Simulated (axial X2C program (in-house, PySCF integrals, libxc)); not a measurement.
# Low determinants of RbTl⁻ at the PBE0 level, 2c

Computed with an axial X2C code built on PySCF integrals. Two-component (2c) means X2C with spin–orbit coupling and atomic mean-field two-electron Coulomb and Gaunt terms. Basis: Tl dyall-av2z [11s13p10d5f], Rb dyall-av2z [11s12p6d] (cores contracted in-house); Gaussian nuclei, density fitting, unrestricted open shells. Masses: Tl 204.974 u, Rb 84.912 u.

Search at 3.540 Å (vertical energies from the lowest determinant):

```
ΔE (eV)    state  electrons beyond evenly filled partner blocks  electrons in ±ω = 1/2, 3/2, 5/2, 7/2
   0.00  Ω = 3/2                                        ω = 3/2                            70 35 12 2
   0.15  Ω = 1/2                          2 × ω = -1/2, ω = 3/2                            70 35 12 2
   0.27  Ω = 3/2                                    3 × ω = 1/2                            71 34 12 2
   0.31  Ω = 5/2                           2 × ω = 1/2, ω = 3/2                            70 35 12 2
   0.95  Ω = 1/2                                        ω = 1/2                            69 36 12 2
   0.98  Ω = 7/2                           ω = 1/2, 2 × ω = 3/2                            69 36 12 2
   1.03  Ω = 5/2                          ω = -1/2, 2 × ω = 3/2                            69 36 12 2
```

Lowest determinant, Ω = 3/2 (⟨Sz⟩ = 1.18, ⟨Lz⟩ = 0.32 at PBE0): Re = 3.605 Å, ωe = 57.9 cm⁻¹.

The determinant in row 2 of the search, Ω = 1/2 (⟨Sz⟩ = 0.30, ⟨Lz⟩ = 0.20 at PBE0), was followed along the bond at PBE0; measured from the minimum of the lowest determinant it gives:

Te = 0.154 eV (1241 cm⁻¹), Re = 3.612 Å, ωe = 53.4 cm⁻¹.

Question: Compare the bond of the determinant in row 2 with that of the lowest one.

Answer: At PBE0 its Re is 0.007 Å longer and its force constant, which goes as ωe², is 0.85 times that of the lowest determinant. This determinant mixes spin states, so it has no term energy of its own.

The search compares states at one distance, so a state with another bond length can lie lower; it is not exhaustive and yields mostly the lowest determinant of each block pattern, so other components and higher states of one pattern are missing. These are energies of single determinants, not of spin-adapted states; PBE0 term energies can be off by some tenths of an eV, and the functional has no current term. The lowest determinant need not be the ground state where others lie within half an eV. Where ⟨Sz⟩ is far from a half-integer, Re and ωe of a determinant are not those of a level. For an anion, determinants above electron detachment are held by the basis set. The highest occupied level of some functionals is positive through self-interaction error; at Hartree–Fock it is bound. Row 1 has a positive highest level at its minimum. Row 2 has a positive highest level at its minimum.
